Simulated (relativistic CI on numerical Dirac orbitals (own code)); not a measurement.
**d1 to d9 in one octahedral field**

Computed with a parametric ligand-field model without spin-orbit coupling, by exact diagonalisation: B = 380, C = 1690, 10Dq = 26900 cm⁻¹ (Oh; |10Dq|/B = 70.8) for every shell. Energies in cm⁻¹; the field energy is (0.6 n_e − 0.4 n_t2) × 10Dq of the ground term; g labels are left out. So small a B with so large a field is typical of 4d and 5d ions, where spin-orbit coupling, left out here, reaches 1,000 to 4,000 cm⁻¹.

```csv
Shell,Ground term,Electrons in e,Field energy,First spin-allowed bands,Lowest term of other spin
d1,2T2,0.000,-10760,2E 26900,
d2,3T1,0.006,-21370,"3T2 25930, 3T1 30661",1T2 5765
d3,4A2,0.000,-32280,"4T2 26900, 4T1 31241",2E 8154
d4,3T1,0.010,-42784,"3E 25196, 3T1 25621",1T2 5117
d5,?,?,?,?,?
d6,1A1,0.015,-64160,"1T1 25578, 1T2 31174",3T1 22054
d7,2E,1.009,-48167,"2T1 25490, 2T2 25939",4T1 18754
d8,3A2,2.000,-32280,"3T2 26900, 3T1 31241",1E 6388
d9,2E,3.000,-16140,2T2 26900,
```

**Question.** Fill in the row of d5.

**Answer.** Ground term: 2T2; Electrons in e: 0.019; Field energy: -53300; First spin-allowed bands: 2A2 24601, 2T1 24734; Lowest term of other spin: 4T1 18749. Low spin: d4, d5, d6, d7; the other shells keep the spin of the free ion. Only d4 to d7 can choose; the field needed to pair spins is smallest for d6 and largest for d5, which loses most exchange energy. In the strong-field picture 10Dq must exceed about 6B + 5C = 10730 (d4), 7.5B + 5C = 11300 (d5), 2.5B + 4C = 7710 (d6) and 4B + 4C = 8280 (d7); mixing of terms shifts these bounds somewhat.
